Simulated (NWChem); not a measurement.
Species: C$_{3}$H$_{3}$BF$_{2}$; SMILES FB1CC=C1F

```xyz
9

F     -1.1641     1.7003     0.0062
B     -0.2223     0.7841    -0.0084
C      1.3775     0.8181    -0.0081
C      1.1923    -0.6984     0.0126
C     -0.1579    -0.7629    -0.0048
F     -0.9538    -1.8138    -0.0023
H      1.8769     1.2117    -0.9091
H      1.8759     1.2394     0.8810
H      1.9489    -1.4918     0.0375
```
Atoms are numbered in this order, from 1.

Computed with NWChem. Coordinates come from a PBE0/def2-SVP optimisation. Hybrids' shares of exact exchange are those that their runs print; pure functionals count as 0. The functionals differ in more than this share.

```csv
row,share of exact exchange,orbital gap (eV)
PBE/def2-TZVP,0.00,4.22
BLYP/def2-TZVP,0.00,4.22
TPSSh/def2-TZVP,0.10,5.29
B3LYP/def2-TZVP,0.20,5.96
PBE0/def2-TZVP,0.25,6.41
PW6B95/def2-TZVP,0.28,withheld
```

**Question.** Fit a straight line of the last column on the one before it, predict the withheld value, and compare with the run.

**Answer.** 
1. Means of the 5 shown rows: x = 0.110, y = 5.220. Slope Σ(x − x̄)(y − ȳ)/Σ(x − x̄)² = 0.4525/0.05200 = 8.702; intercept 4.263.
2. The shown rows scatter about the line by 0.079 (root mean square); the largest residual is +0.16, at TPSSh/def2-TZVP.
3. At x = 0.28 (PW6B95/def2-TZVP; beyond the shown range) the line gives 6.70.
4. The run gives 6.55, -0.15 from the line, 1.9 times the scatter.
